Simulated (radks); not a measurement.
The fluorine ion F+ inside a hard spherical wall (all orbitals vanish at R), configuration held at [He] 2s2 2p4 and not refilled when levels cross. All-electron calculation, non-relativistic Kohn-Sham, PBEsol, spin-polarised, spherical densities, point nucleus; open shells are filled with parallel spins first. Program: a radial shooting solver on a logarithmic mesh with Libxc functionals. Eigenvalues in eV for spin up, with the zero of energy where the potential of the charges vanishes at infinity; a dash marks a level that is unbound or too diffuse for the functional's potential to be trusted. A positive occupied level is held by the wall or, in an anion where self-interaction has pushed it up, behind a barrier. The pressure on the wall is -dE/dV.

| R (bohr) | E (hartree) | kinetic (hartree) | e(1s) | e(2s) | e(2p) | e(3s, empty) | e(3p, empty) | pressure (GPa) |
|---|---|---|---|---|---|---|---|---|
| free | -98.71760 | 98.465 | -681.51 | -48.663 | -29.841 | - | - | 0 |
| 20 | -98.71760 | 98.465 | -681.51 | -48.663 | -29.841 | - | - | < 0.0001 |
| 15 | -98.71760 | 98.465 | -681.51 | -48.663 | -29.841 | - | - | < 0.0001 |
| 8 | -98.71760 | 98.465 | -681.51 | -48.663 | -29.841 | -6.408 | -3.533 | < 0.0001 |
| 7 | -98.71760 | 98.465 | -681.51 | -48.663 | -29.841 | -6.191 | -3.074 | 0.000205 |
| 6 | -98.71757 | 98.465 | -681.50 | -48.661 | -29.839 | -5.618 | -2.091 | 0.00403 |
| 5 | -98.71727 | 98.469 | -681.48 | -48.643 | -29.819 | -4.054 | 0.154 | 0.0824 |
| 4 | -98.71295 | 98.508 | -681.22 | -48.476 | -29.632 | 0.533 | 5.799 | 1.79 |
| 3.5 | -98.70027 | 98.606 | -680.65 | -48.120 | -29.226 | 5.851 | 11.721 | 8.73 |
| 3 | -98.65256 | 98.915 | -679.06 | -47.124 | -28.075 | 16.105 | 22.330 | 45.0 |
